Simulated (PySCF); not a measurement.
In(H)2(OSiH3) (H₅InOSi), SMILES [SiH3][O][InH2].

Coordinates come from a PBE0-D3(BJ)/def2-SVP optimisation. The def2 effective core potentials stand for the cores of In; spin–orbit coupling is left out.

These are CAM-B3LYP/def2-TZVPD (PySCF) values and carry that method's errors.

Isolated molecule, no solvent.

Computed frontier levels, gap, dipole moment and polarisability:
```
Item                                                                                                           Result
---------------------------------------------------------------------------------------------  ----------------------
highest occupied level                                                                                       -9.44 eV
lowest empty level                                                                                           -1.05 eV
orbital gap                                                                                                   8.40 eV
dipole moment                                                                                                  2.67 D
quadrupole, principal values (traceless, Buckingham form, about the centre of nuclear charge)  -3.84, -2.35, 6.19 D·Å
mean static polarisability                                                                      68.5 bohr³ (10.15 Å³)
polarisability, principal values                                                               55.9, 68.5, 81.0 bohr³
```
